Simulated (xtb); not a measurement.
Si(Cl)(I)2(Me) (CH₃ClI₂Si), SMILES C[Si](Cl)(I)I. All values are semi-empirical tight-binding results from xtb (GFN2-xTB unless named), good for trends rather than for accurate numbers. Geometry optimised at GFN2-xTB.

Optimised geometry:

```xyz
8

C     -2.3828    -0.7165     0.3771
Si    -0.5314    -0.3889     0.5645
Cl     0.1993    -1.0596     2.3176
I     -0.1455     2.0424     0.3604
I      0.6482    -1.4743    -1.3147
H     -2.5969    -1.7804     0.4341
H     -2.7493    -0.3540    -0.5793
H     -2.9477    -0.2188     1.1607
```
Charge 0, spin multiplicity 1.

Computed properties:
The point group as xtb finds it is Cs and the orbital gap is 5.37 eV. The zero-point energy comes out as 25.5 kcal/mol. The G − E(el) at 298.15 K (modified RRHO) comes out as 2.2 kcal/mol and the static polarisability (D4 model) is 117.7 bohr³. The solvation energy, GFN2-xTB/ALPB(water) comes out as -3.2 kcal/mol and the solvation energy, GFN2-xTB/ALPB(dmf) comes out as -11.3 kcal/mol.

Computed atomic charges and the Wiberg bond orders between heavy atoms:
charges (e) C1 -0.18, Si2 0.55, Cl3 -0.23, I4 -0.15, I5 -0.15, H6 0.05, H7 0.05, H8 0.05. Bond orders C1–Si2 0.87, Si2–Cl3 1.08, Si2–I4 1.04, Si2–I5 1.04.
